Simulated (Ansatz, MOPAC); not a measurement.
Potential energy curve for BO, doublet.

Computed with: ROCCSD(T) = CCSD(T) on ROHF/cc-pVQZ, frozen core (Ansatz, a program for electronic structure); UHF/cc-pVQZ (Ansatz); PM6, unrestricted, heats of formation (MOPAC).

Energies are in mEh, each relative to the lowest point of its own curve near equilibrium.

```csv
R / Å,ROCCSD(T),UHF,PM6
0.92,256.5,232.4,151.4
0.95,190.8,168.8,112.2
1.03,74.7,[?],41.7
1.09,28.6,18.4,13.7
1.12,14.8,7.5,5.8
1.19,0.5,0.0,0.0
1.20,0.0,0.6,[?]
1.22,0.1,2.7,2.0
1.28,6.6,15.5,12.0
1.34,[?],35.3,28.5
1.40,38.1,59.6,49.5
1.48,—,84.6,82.0
1.63,—,113.8,147.4
1.83,—,155.1,220.1
1.97,—,180.9,[?]
2.12,—,[?],278.6
2.42,—,211.4,—
2.63,—,[?],—
2.93,—,214.0,—
3.24,—,214.2,—
3.56,—,214.4,—
4.24,—,214.5,—
4.77,—,214.7,—
```

Question: Fill in the missing entries.

Answer: 
- 1.03, UHF: 59.2
- 1.20, PM6: 0.4
- 1.34, ROCCSD(T): 20.2
- 1.97, PM6: 253.3
- 2.12, UHF: 199.4
- 2.63, UHF: 213.3

Dashes: no converged value, or the column stops at the first point that the program doubted or that broke a chosen test of continuity, which isn't proof of a fault.

The T1 diagnostic of CCSD on the restricted reference of ROCCSD(T) exceeds 0.045 at 2.42 to 3.24 Å. The unrestricted determinant behind UHF is spin-contaminated at 1.34 to 4.77 Å (<S²> up to 1.8, against 0.75 for a pure doublet).
